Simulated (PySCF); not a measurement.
Basis and Hamiltonian dependence of the ionisation energy of F⁺

F⁺ [He] 2s2 2p4 (3P) → F²⁺ [He] 2s2 2p3 (4S). All values are computed (PySCF 2.14, energy differences of UHF-based or UKS calculations, no spin-orbit coupling). Values in eV.

| basis | Hamiltonian | functions | UHF | PBE | PBE0 | MP2 (valence) | CCSD(T) (valence) | CCSD(T) (valence and next inner shell) |
| --- | --- | --- | --- | --- | --- | --- | --- | --- |
| cc-pVDZ-DK | spin-free X2C | 14 | 33.395 | n/a | n/a | 34.213 | 34.230 | n/a |
| x2c-SVPall | spin-free X2C | 14 | 33.515 | 35.566 | 35.399 | 34.347 | 34.366 | n/a |
| Sapporo-DZP-2012 | spin-free X2C | 18 | 33.371 | n/a | 35.266 | 34.262 | 34.265 | n/a |
| ANO-RCC-VTZP | spin-free X2C | 30 | 33.479 | 35.452 | 35.301 | 34.663 | 34.731 | 34.740 |
| def2-TZVP | non-relativistic | 31 | 33.409 | 35.421 | n/a | 34.598 | 34.659 | n/a |
| def2-TZVPPD | non-relativistic | 40 | 33.412 | 35.421 | 35.258 | 34.605 | 34.669 | n/a |
| x2c-TZVPPall with one added diffuse shell each of s, p, d type | spin-free X2C | 40 | 33.399 | 35.408 | 35.245 | 34.595 | 34.658 | 34.669 |
| aug-cc-pVTZ-DK | spin-free X2C | 46 | 33.378 | 35.411 | 35.240 | 34.607 | n/a | n/a |
| aug-cc-pwCVTZ | non-relativistic | 59 | 33.374 | 35.422 | 35.248 | 34.633 | 34.696 | 34.724 |
| aug-cc-pVTZ with one added diffuse shell each of s, p, d, f type | non-relativistic | 62 | 33.392 | 35.424 | 35.254 | 34.621 | 34.685 | n/a |
| dyall-av3z | spin-free X2C | 71 | 33.376 | 35.413 | 35.242 | 34.634 | 34.700 | n/a |
| aug-cc-pwCVQZ | non-relativistic | 109 | 33.394 | 35.429 | 35.258 | 34.774 | n/a | n/a |
| aug-cc-pCVQZ-DK | spin-free X2C | 109 | 33.381 | 35.416 | 35.245 | 34.756 | n/a | n/a |
| aug-cc-pV5Z | non-relativistic | 127 | 33.395 | 35.431 | 35.260 | 34.818 | n/a | n/a |

Extrapolation of MP2 (valence) from aug-cc-pwCVTZ and aug-cc-pwCVQZ: the correlation parts are 1.259 and 1.380 eV; with the X⁻³ form and unrounded values, (4³ × 1.380 − 3³ × 1.259)/(4³ − 3³) = 1.468 eV, and adding the Hartree-Fock value 33.394 eV of the larger basis gives 34.862 eV.

Frozen in the all-electron rows: valence: 1s2; valence and next inner shell: nothing.

Reference for a calculation without spin-orbit coupling: 34.950 eV (measured, between term centres; NIST).
